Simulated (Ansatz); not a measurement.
GeBrH3 (GeH₃Br). Charge 0, multiplicity 1. Geometry PBE-D4/def2-TZVP; atoms count from 1.

Cartesian coordinates in Å:
```
Ge -0.042 -0.178 -0.060
Br 0.464 1.976 0.670
H 1.230 -0.744 -0.726
H -1.205 -0.057 -1.066
H -0.446 -0.997 1.183
```

Question: Estimate the Mulliken populations from the PBE0/def2-TZVP orbitals of Ansatz.

Answer: 
| atom | charge (e) |
| --- | --- |
| Ge1 | 0.21 |
| Br2 | -0.32 |
| H3 | 0.04 |
| H4 | 0.04 |
| H5 | 0.04 |
Mulliken values and Mayer orders depend strongly on the basis.

Question: And the Mayer bond orders between bonded heavy atoms (over 0.3)?

Answer: Ge1–Br2 0.99 (2.33 Å).
